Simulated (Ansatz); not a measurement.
Geometry optimisation, RKS PBE0-D4/6-31G in Ansatz 0.2.0.

The input (input.yaml):

```yaml
crystal:
  periodic: [false, false, false]
  atoms:
    - { symbol: C, position_ang: [-1.3509, 0.4158, 0.1574] }
    - { symbol: Si, position_ang: [-0.0313, 0.5536, 1.3962] }
    - { symbol: Si, position_ang: [1.6238, -0.7724, 0.4985] }
    - { symbol: P, position_ang: [0.9862, -1.2409, -1.5449] }
    - { symbol: Si, position_ang: [-0.543, 0.435, -1.5165] }
    - { symbol: H, position_ang: [-1.9896, -0.435, 0.2847] }
    - { symbol: H, position_ang: [-2.0524, 1.3151, 0.2427] }
    - { symbol: H, position_ang: [0.4742, 1.9799, 1.5306] }
    - { symbol: H, position_ang: [-0.4901, 0.0823, 2.7631] }
    - { symbol: H, position_ang: [1.8265, -2.0478, 1.2787] }
    - { symbol: H, position_ang: [2.9264, -0.0284, 0.4267] }
    - { symbol: H, position_ang: [0.0129, -2.2541, -1.16] }
    - { symbol: H, position_ang: [0.1464, 1.7299, -1.7586] }
    - { symbol: H, position_ang: [-1.5521, 0.2378, -2.5698] }
basis:
  gaussian: { orbitals: "6-31G" }
hamiltonian:
  xc: pbe0
  dispersion: d4
relax:
  f_tol: 0.02
  max_steps: 40
output:
  orbitals: {}
```

Launched with:

```bash
$ ansatz run input.yaml --threads 1 --pin off --max-ram 2048MiB --backend cpu --events-out ev --progress --plain --runs-dir out
```

Question: Where does it end, and by what steps?

Answer: The run converged. Limits of this set-up: no polarisation functions. After 4 steps the energy has fallen by 0.469 eV; H13 moved furthest, 0.16 Å.

```tsv
step	energy less start (eV)	largest force component (eV/Å)	accepted
0	0.0000	2.276	yes
1	-0.3899	1.172	yes
2	-0.4539	0.335	yes
3	-0.4659	0.172	yes
4	-0.4690	0.018	yes
```

```xyz
14
Properties=species:S:1:pos:R:3
C -1.396 0.522 0.154
Si -0.018 0.563 1.493
Si 1.700 -0.790 0.574
P 1.002 -1.238 -1.615
Si -0.629 0.430 -1.599
H -2.024 -0.364 0.310
H -2.037 1.408 0.241
H 0.466 1.977 1.676
H -0.519 0.056 2.819
H 1.903 -2.093 1.296
H 3.018 -0.072 0.499
H 0.088 -2.304 -1.246
H 0.084 1.719 -1.907
H -1.650 0.159 -2.668
```

Whether the end is a true minimum wasn't checked by a vibrational analysis.

Run time: 31 s on 1 CPU thread of a shared host.
